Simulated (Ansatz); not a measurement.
`CC(N)=C(O)O` + `C=C1N[SiH2]1` → `C=C1[SiH2]N1C` + `NC=C(O)O`  (substitution at a C–C bond)

Isolated molecules relaxed with PBE0-D4/def2-TZVP in Ansatz; ΔE leaves out vibrations. CCSD(T)/CBS adds triple-zeta CCSD(T) − MP2 to the extrapolated MP2 energy (def2 sets, frozen cores). Functionals use def2-TZVPP. Each species was taken in one conformer, which may not be the lowest.

```csv
level,ΔE (kJ/mol)
r2SCANh-D4,9.2
r2SCANh,9.3
CCSD(T)/def2-TZVPP,13.1
HF/def2-QZVPP,4.2
```

Q: What does CCSD(T)/CBS give? (Estimate.)

A: Ansatz gave: +15.7 kJ/mol. The listed levels differ from it by -6.5, -6.4, -2.6, -11.5 kJ/mol.

Largest T1 diagnostic among the species: 0.014.

Leaving LDA and LC-ωPBE aside and taking each functional with its dispersion term where it has one, the values, not all of them listed here, spread over 3.8 kJ/mol, from BHLYP-D4 to ωB97M-V. At CCSD(T), def2-SVP lies −10.0 kJ/mol from the extrapolated value and def2-TZVPP −2.6 kJ/mol.

CCSD(T)/CBS has its own doubt, a few kJ/mol and more with outer-core shells, so smaller differences from it don't rank the levels.
